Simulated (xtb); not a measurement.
CH3Cl2NSi2, SMILES Cl[Si]1([SiH2]C=N1)Cl. All values are semi-empirical tight-binding results from xtb (GFN2-xTB unless named), good for trends rather than for accurate numbers. The structure is a stationary point at GFN2-xTB. This is a generated structure with no PubChem entry under its InChIKey; it may be hypothetical.

Computed properties:
```json
{
 "point_group_as_xtb_finds_it": "Cs",
 "orbital_gap": "2.05 eV",
 "dipole_moment": "3.89 D",
 "zero_point_energy": "24.7 kcal/mol",
 "G − E(el) at 298.15 K (modified RRHO)": "3.3 kcal/mol",
 "static polarisability (D4 model)": "95.4 bohr³",
 "solvation energy, GFN2-xTB/ALPB(water)": "-3.6 kcal/mol",
 "solvation energy, GFN2-xTB/ALPB(dmso)": "-6.6 kcal/mol"
}
```
